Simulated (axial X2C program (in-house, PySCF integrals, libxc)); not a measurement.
## Nuclear properties of YTe

Computed with an axial X2C code built on PySCF integrals: two-component X2C with atomic mean-field Coulomb and Gaunt terms, Gaussian nuclei, basis Te dyall-cv3z, Y dyall-cv3z with contracted cores.

R = 2.627 Å (near the PBE0 minimum at charge 0 of the determinant lowest at the starting distance; the state shown can have its own minimum elsewhere).

Determinant lowest in the PBE0 search, Ω = 1/2 (⟨Sz⟩ = 0.50, ⟨Lz⟩ = 0.00 at PBE0), spin on the atoms Te -0.01, Y 0.50:

```csv
level,Eeff magnitude (GV/cm),Ws magnitude Te (kHz),Ws magnitude Y (kHz),A∥/gI Te (MHz),qzz Te (a.u.),A∥/gI Y (MHz),qzz Y (a.u.),μ (D)
PBE0,3.85,1.33,2.39,156,-1.17,2200,-1.58,6.72
HF,5.19,1.5,3.5,140,-2.28,2160,-1.93,7.75
TPSSh,3.65,1.33,2.21,157,-1.10,2100,-1.59,6.46
PBE50,4.14,1.32,2.67,143,-1.37,2270,-1.61,7.34
PBE,3.57,1.36,2.12,176,-1.00,2120,-1.60,5.99
```

Determinant 1.03 eV from it at PBE0 and this distance, Ω = 3/2 (⟨Sz⟩ = -0.50, ⟨Lz⟩ = 2.00 at PBE0), spin on the atoms Te 0.06, Y -0.57:

| level | Eeff magnitude (GV/cm) | Ws magnitude Te (kHz) | A∥/gI Te (MHz) | qzz Te (a.u.) | A∥/gI Y (MHz) | qzz Y (a.u.) | μ (D) |
| --- | --- | --- | --- | --- | --- | --- | --- |
| PBE0 | 0.174 | 0.0954 | -22.8 | 0.54 | 215 | 0.41 | 8.88 |
| HF | 0.838 | 0.378 | -22.9 | -0.05 | 193 | 0.66 | 11.47 |
| TPSSh | 0.183 | 0.0859 | -15.6 | 0.46 | 245 | 0.33 | 8.66 |
| PBE50 | 0.301 | 0.148 | -23.9 | 0.17 | 245 | 0.52 | 10.06 |
| PBE | 0.0579 | 0.0451 | -17.8 | 0.80 | 193 | 0.25 | 7.68 |

Eeff is the effective electric field on the electron electric dipole moment in this Ω state and Ws the scalar–pseudoscalar constant of the nucleus named (defined with the proton number Z and per Ω); A∥ (defined per Ω) follows by multiplying with gI = μI/(I μN); qzz is the electric field gradient, eQq0 = 234.96 MHz × Q/barn × qzz; μ is positive if the Y end (last atom) is positive. The operators were transformed with the bare-nucleus X2C matrices; with these basis sets, hyperfine constants and field gradients can be off by tens of per cent, and where levels differ in sign neither size nor sign is settled.

With gI(125Te) = -1.7770, gI(89Y) = -0.2748 (g factors from the IAEA table of nuclear moments by Stone), turn the PBE0 values of the first state into constants in MHz.

A∥(125Te) = 156 × -1.7770 = -277 MHz; A∥(89Y) = 2200 × -0.2748 = -605 MHz.

Each state is one determinant with collinear spin. Unrestricted Hartree–Fock can overshoot spin polarisation at the nuclei. Where Eeff spreads by more than a factor of two the levels disagree and none is to be relied on. The search compared states at one distance, so a state with another bond length can lie lower. The sign of Ws at Y differs between levels in the second state. Further determinants of the search, some of them spin-mixed, are not shown. Where a field gradient or hyperfine factor spreads by more than a factor of two over the levels, a constant derived from it is not to be relied on. PBE0 term energies can be off by some tenths of an eV.
